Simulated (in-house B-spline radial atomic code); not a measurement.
RPA and G0W0 for P⁸⁺, [He] 2s2 2p3, highest spin, as one setting changes: the share of exact exchange in the PBE hybrid start. A dash marks a level of low quasi-particle weight. Computed with a B-spline radial code for spherical atoms: all electrons, non-relativistic, point nucleus, each spin shell either full or empty, empty states to l = 9 with an (l + 1/2)⁻⁴ tail; G0W0 by contour deformation at full frequency.

```
share of exact exchange in the PBE hybrid start  mean-field level (eV)  G0W0 level (eV)  RPA correlation (Eh)
                                              0                -347.64    2p up -372.27              -0.39875
                                            0.1                -350.39    2p up -372.42              -0.39208
                                            0.2                -353.15    2p up -372.55                -0.386
                                            0.3                -355.91    2p up -372.67              -0.38041
                                            0.4                -358.66    2p up -372.77              -0.37522
                                            0.5                      ?                ?                     ?
                                            0.6                -364.18    2p up -372.94              -0.36583
                                            0.7                -366.94    2p up -373.01              -0.36154
                                            0.8                -369.70    2p up -373.08              -0.35746
                                            0.9                      ?                ?                     ?
                                              1                -375.23    2p up -373.19              -0.34989
```

(1) What belongs in the row for 0.9?

(2) What belongs in the row for 0.5?

(3) At what share of exact exchange does G0W0 leave the highest level unchanged?

Answers

(1) mean-field level (eV): -372.46; G0W0 level (eV): 2p up -373.14; RPA correlation (Eh): -0.35359.

(2) mean-field level (eV): -361.42; G0W0 level (eV): 2p up -372.86; RPA correlation (Eh): -0.37038.

(3) Near 0.92, where the shift changes sign (-0.672 eV at 0.9, +2.037 eV at 1).
